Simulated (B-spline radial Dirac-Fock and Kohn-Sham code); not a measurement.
# The Kr-like isoelectronic sequence (36 electrons), Z = 59 to 69

Level of theory: Dirac-Fock ΔSCF + Breit + QED; a radial finite-basis atomic code. Binding energies in eV, tabulated ground configurations ([Ar] 3d10 4s2 4p6 throughout). The model has no electron correlation.

```
  ion       2s      3s   3d3/2      4s  outermost level  NIST ionisation energy
Pr²³⁺   7549.4  2186.1  1631.1   902.2    802.7 (4p3/2)                 803 ± 4
Nd²⁴⁺   7897.7  2311.5  1735.9   963.4    858.7 (4p3/2)                 859 ± 4
Pm²⁵⁺   8255.5  2440.7  1843.8  1026.5    916.4 (4p3/2)                 916 ± 4
Sm²⁶⁺   8622.8  2573.8  1954.9  1091.7    975.8 (4p3/2)                 976 ± 4
Eu²⁷⁺   8999.7  2710.7  2069.2  1158.8   1037.1 (4p3/2)                1037 ± 4
Gd²⁸⁺   9386.5  2851.4  2186.6  1228.0   1100.1 (4p3/2)                1100 ± 4
Tb²⁹⁺   9783.3  2996.2  2307.1  1299.3   1164.9 (4p3/2)                1165 ± 4
Dy³⁰⁺  10190.0  3144.9  2430.8  1372.6   1231.5 (4p3/2)                1232 ± 4
Ho³¹⁺        ?       ?       ?       ?                ?                       ?
Er³²⁺  11034.4  3454.4  2687.8  1525.5   1370.1 (4p3/2)                1370 ± 4
Tm³³⁺  11472.3  3615.3  2821.0  1605.1   1442.1 (4p3/2)                1442 ± 5
```

Q: Fill in the row of Ho³¹⁺.

A: 2s 10607.0, 3s 3297.6, 3d3/2 2557.7, 4s 1448.0, outermost 1299.9 (4p3/2), NIST 1300 ± 4 eV.

NIST's values are for the lowest levels; a dash marks a value that is missing or belongs to another shell. Their kind here: theoretical. 

Values without a named source are computed, but for edge energies of neutral atoms, which are taken from tables.
